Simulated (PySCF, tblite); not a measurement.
Isomers of C3H9ClSSi2, one GFN2-xTB conformer each. Single-point energies are computed at PBE0/pcSseg-1 (PySCF, gas phase, no added dispersion term), electronic only.

| SMILES | GFN2-xTB relative energy (kcal/mol) |
| --- | --- |
| [SiH3]S[Si@@H](Cl)C1CC1 | 0.0 |
| C/C=C\[SiH2]S[SiH2]Cl | 1.9 |
| CS[SiH2]/C(Cl)=C/[SiH3] | 52.3 |
| C=C[SiH2]CS[SiH2]Cl | 33.5 |
| Cl[SiH2]SC1C[SiH2]C1 | 16.0 |

Conformers: `[SiH3:1][S:2][Si@@H:3]([Cl:4])[CH:5]1[CH2:6][CH2:7]1` with Si1–S2–Si3–Cl4 47°, S2–Si3–C5–C6 168°; `[CH3:1]/[CH:2]=[CH:3]\[SiH2:4][S:5][SiH2:6][Cl:7]` with C2–C3–Si4–S5 102°, C3–Si4–S5–Si6 -58°, Si4–S5–Si6–Cl7 -57°; `[CH3:1][S:2][SiH2:3]/[C:4]([Cl:5])=[CH:6]/[SiH3:7]` with C1–S2–Si3–C4 -61°, S2–Si3–C4–Cl5 157°; `[CH2:1]=[CH:2][SiH2:3][CH2:4][S:5][SiH2:6][Cl:7]` with C1–C2–Si3–C4 122°, C2–Si3–C4–S5 177°, Si3–C4–S5–Si6 75°, C4–S5–Si6–Cl7 35°; `[Cl:1][SiH2:2][S:3][CH:4]1[CH2:5][SiH2:6][CH2:7]1` with Cl1–Si2–S3–C4 -44°, Si2–S3–C4–C5 180°, S3–C4–C5–Si6 139°, C4–C5–Si6–C7 -13°, C5–Si6–C7–C4 13°, S3–C4–C7–Si6 -138°.

Task: What does PBE0/pcSseg-1 give for the same structures?

Result: 
```csv
SMILES,PBE0/pcSseg-1 E (Eh),PBE0/pcSseg-1 (kcal/mol),GFN2-xTB (kcal/mol),point group
C/C=C\[SiH2]S[SiH2]Cl,-1556.43831,0.0,1.9,C1
[SiH3]S[Si@@H](Cl)C1CC1,-1556.43427,2.5,0.0,C1
Cl[SiH2]SC1C[SiH2]C1,-1556.40762,19.3,16.0,C1
C=C[SiH2]CS[SiH2]Cl,-1556.39943,24.4,33.5,C1
CS[SiH2]/C(Cl)=C/[SiH3],-1556.35212,54.1,52.3,C1
```

GFN2-xTB puts [SiH3]S[Si@@H](Cl)C1CC1 lowest instead; measured from each level's own lowest isomer, the values differ by up to 9.1 kcal/mol (C=C[SiH2]CS[SiH2]Cl: 33.5 against 24.4). 

Task: Which frontier levels, dipoles and rotational constants go with these structures?

Result: 
```
                 SMILES  HOMO (eV, PBE0/pcSseg-1)  LUMO (eV)  dipole (D)       A, B, C (MHz)
  C/C=C\[SiH2]S[SiH2]Cl                     -7.38      -0.81        2.52  1338, 963.6, 674.5
[SiH3]S[Si@@H](Cl)C1CC1                     -7.43       0.00        1.01  2000, 735.3, 567.9
   Cl[SiH2]SC1C[SiH2]C1                     -7.00      -0.23        1.48  2315, 642.3, 567.8
    C=C[SiH2]CS[SiH2]Cl                     -6.90      -0.68        1.30  1742, 647.4, 521.4
CS[SiH2]/C(Cl)=C/[SiH3]                     -7.12      -1.33        1.07  1724, 677.5, 545.0
```

Task: What happens when harmonic zero-point energies from GFN2-xTB frequencies are added?

Result: 
```
                 SMILES  ZPE (kcal/mol)  electronic (kcal/mol)  with ZPE (kcal/mol)
  C/C=C\[SiH2]S[SiH2]Cl            66.7                    0.0                  0.0
[SiH3]S[Si@@H](Cl)C1CC1            67.5                    2.5                  3.4
   Cl[SiH2]SC1C[SiH2]C1            67.5                   19.3                 20.0
    C=C[SiH2]CS[SiH2]Cl            65.5                   24.4                 23.2
CS[SiH2]/C(Cl)=C/[SiH3]            63.6                   54.1                 51.0
```

The zero-point energies span 3.9 kcal/mol. The order is unchanged.
